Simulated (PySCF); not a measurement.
# Structure elucidation problem

Molecular formula: C₅H₇ClN₂Si. Simulated spectra:

$^{1}$H NMR (400 MHz, computed): δ 7.77 (s, 1H), 6.62 (m, 1H), 6.09 (m, 1H), 5.44 (m, 1H), 4.94 (s, 3H).

$^{13}$C{$^{1}$H} NMR (computed): δ 143.4 (C), 139.9 (C), 135.0 (CH), 131.0 (CH), 116.9 (CH2).

How the numbers were obtained: GIAO PBE0/pcSseg-1 shieldings, GFN2-xTB structure, in PySCF 2.14.0 with density-fitted response routines (one conformer, non-relativistic, no solvent, fast rotation and ring inversion assumed for equivalent nuclei).

Scale: $^{1}$H, $^{13}$C vs TMS (reference shieldings calculated alike).

Question: Deduce the structure.

Answer: 
- Rings plus π bonds: 4 (1 ring in the answer).
- 5 carbon signals for 5 carbons: no two carbons are equivalent.
- Carbon types of the structure: 2 × C, 2 × CH, 1 × CH2, leaving 3 H on heteroatoms.
- δC 143.4: aromatic carbon bearing chlorine.
- δC 139.9: substituted aromatic carbon next to a ring nitrogen.
- δC 135.0: aromatic CH next to a ring nitrogen.
- δC 131.0: alkene CH; the olefinic region.
- δC 116.9: terminal =CH2 carbon; as expected for a trigonal carbon in a double bond.
- δH 7.77: hydrogen on an aromatic CH next to a ring nitrogen; ring-current deshielding.
- δH 6.09, 5.44: hydrogen on a terminal =CH2 carbon; attached to an sp2 carbon and in the plane of the double bond.

Structure: `C=Cc1cnc(Cl)n1[SiH3]`.

The shifts were computed for this structure.

Carbons that carry Cl, above all several Cl atoms, come out too deshielded, partly because spin–orbit coupling is missing. Shifts are as computed. Against solution values, carbons near 30 ppm lie about +3 ppm off and those near 130 ppm about +5 ppm; carbons on Cl a further +6 ppm. Of 1211 compounds with measured shifts, 218 miss one by over three times the rms of a fit or turn the order of signals round; such compounds aren't used in these exercises. No couplings were computed; multiplicities are counted from neighbouring protons, with m where these are inequivalent, close in shift, in a saturated or five-membered ring or joined by F or P, and br s for small geminal =CH2 splittings.
